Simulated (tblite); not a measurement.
C₄H₁₁FN₂Si.
Atom-mapped SMILES: `[CH2:1]=[CH:2][CH2:3][CH2:4][NH:5][Si@@H:6]([NH2:7])[F:8]` (hydrogens: H9, H10 on C1; H11 on C2; H12, H13 on C3; H14, H15 on C4; H16 on N5; H17 on Si6; H18, H19 on N7)

Structure used (GFN2-xTB), in Å, numbered top down from 1:
```
atom  x, y, z in Å
C1     3.4212   -0.4520    1.3785
C2     2.6225   -0.0476    0.4089
C3     1.2214    0.4312    0.6071
C4     0.2199   -0.4993   -0.0900
N5    -1.1265    0.0067    0.0356
Si6   -2.3397   -0.1943   -1.1503
N7    -3.6216    0.8379   -0.6751
F8    -1.6042    0.2031   -2.5385
H9     4.4229   -0.7974    1.1877
H10    3.1085   -0.4481    2.4101
H11    2.9602   -0.0654   -0.6193
H12    1.1092    1.4307    0.1793
H13    0.9881    0.4846    1.6730
H14    0.3126   -1.5100    0.3334
H15    0.4558   -0.5590   -1.1534
H16   -1.4174    0.0705    0.9987
H17   -2.8897   -1.5105   -1.4332
H18   -4.4427    0.8777   -1.2533
H19   -3.4104    1.7505   -0.3064
```

All values are computed: GFN2-xTB (tblite) harmonic vibrations without scaling, gas phase. Errors from tens to a few hundred cm⁻¹ against measured bands are possible. Modes of hydrogen on silicon can be 10 to 20 % off. One conformer, not necessarily the lowest.

Harmonic wavenumbers (cm⁻¹): 38.4, 48.1, 65.8, 78.7, 139.2, 175.6, 193.6, 228.9, 280.4, 313.6, 368.3, 441.7, 485.0, 528.5, 633.8, 657.9, 699.4, 748.1, 805.8, 818.3, 895.1, 902.5, 943.9, 947.8, 1006.9, 1027.7, 1054.5, 1107.1, 1160.7, 1187.9, 1245.2, 1273.9, 1297.0, 1342.6, 1384.4, 1417.2, 1477.3, 1486.2, 1521.7, 1719.7, 2318.5, 2862.5, 2964.3, 2975.1, 2995.0, 3056.5, 3097.3, 3124.5, 3461.1, 3490.2, 3533.5.

A = 4777, B = 612.2, C = 573.4 MHz; mass 134.068 u (most abundant isotopes); point group C1, symmetry number 1.

Q: Zero-point energy?

A: Half the sum of the wavenumbers: 33013 cm⁻¹ = 394.93 kJ/mol.

Q: What is S at 350 K and 1 bar for an ideal gas of classical rigid rotors and harmonic oscillators?

A: Translation 173.28, rotation 126.01, vibration 177.25: S = 476.5 J/(mol K).

Q: And Cp and H(350 K) − H(0)?

A: Cp = 194.61 J/(mol K), of which vibrations give 161.35 (their classical limit is 51 R = 424.0); H(350 K) − H(0) = 42.03 kJ/mol without the zero-point energy, 30.39 from vibrations.

Q: Which modes carry the vibrational entropy at 350 K?

A: 38.4 cm⁻¹: 23.67; 48.1 cm⁻¹: 21.80; 65.8 cm⁻¹: 19.21; 78.7 cm⁻¹: 17.73; 139.2 cm⁻¹: 13.07; 175.6 cm⁻¹: 11.20 J/(mol K); the other 45 give 70.55 together.

Q: How do the functions run with temperature in this model?

A: 
| T (K) | S (J/(mol K)) | Cp (J/(mol K)) | H − H(0) (kJ/mol) | G − H(0) (kJ/mol) | ln q(vib) |
| --- | --- | --- | --- | --- | --- |
| 150 | 351.6 | 111.8 | 11.39 | -41.36 | 4.55 |
| 250 | 418.3 | 153.2 | 24.62 | -79.96 | 7.82 |
| 298.15 | 447.1 | 173.5 | 32.49 | -100.80 | 9.31 |
| 400 | 503.8 | 213.6 | 52.25 | -149.27 | 12.35 |
| 600 | 602.6 | 273.9 | 101.40 | -260.17 | 18.00 |
| 900 | 725.5 | 331.2 | 192.88 | -460.04 | 25.70 |

q(vib) and H(0) count from the zero-point level.

Hindered rotation and anharmonicity are outside this model. Other conformers, if any are populated, would add a mixing term that is left out. The structure is chiral; the term R ln 2 for an equal mix with its mirror image is left out.
